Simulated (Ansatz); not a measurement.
`C=[C](F)[InH2]`. Charge 0, multiplicity 1. In: def2 effective core potential.

Z-matrix (Å, degrees):
```
C
C 1 1.327
H 1 1.086 2 122.0
H 1 1.082 2 119.6 3 -180.0
F 2 1.356 1 117.9 3 -0.0
In 2 2.154 1 124.7 3 -179.9
H 6 1.716 2 119.9 1 179.6
H 6 1.721 2 115.2 1 -0.3
```

Question: What are the harmonic wavenumbers in cm⁻¹ at PBE0-D4/def2-TZVP (Ansatz, finite differences of forces, unscaled)? (An estimate is asked.)

Answer: Ansatz gave: 117, 169, 281, 304, 384, 538, 557, 589, 769, 908, 952, 1181, 1389, 1664, 1830, 1846, 3153, 3256.

Question: Is this a minimum?

Answer: Yes, all 18 modes are real.

Question: Give the ideal-gas thermochemistry at 298.15 K and 1 bar (rigid rotor, harmonic oscillator; point group Cs, symmetry number 1).

Answer: Zero-point energy 119.0 kJ/mol; H(298) − E = 137.4 kJ/mol; entropy 332.4 J/(mol·K), of which translation 172.3, rotation 111.3, vibration 48.8; G(298) − E = 38.3 kJ/mol.
